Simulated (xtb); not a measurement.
CH4ClInO, SMILES [CH3][In]([OH])[Cl]. All values are semi-empirical tight-binding results from xtb (GFN2-xTB unless named), good for trends rather than for accurate numbers. Geometry optimised at GFN2-xTB. The structure was generated by enumeration; whether it is a known compound was not checked. The values are those of a single conformer.

A frequency run showed that this geometry is not a minimum.

For metal compounds this method's bond lengths and energies can be far off.

| Property | Result |
|---|---|
| orbital gap | 3.51 eV |
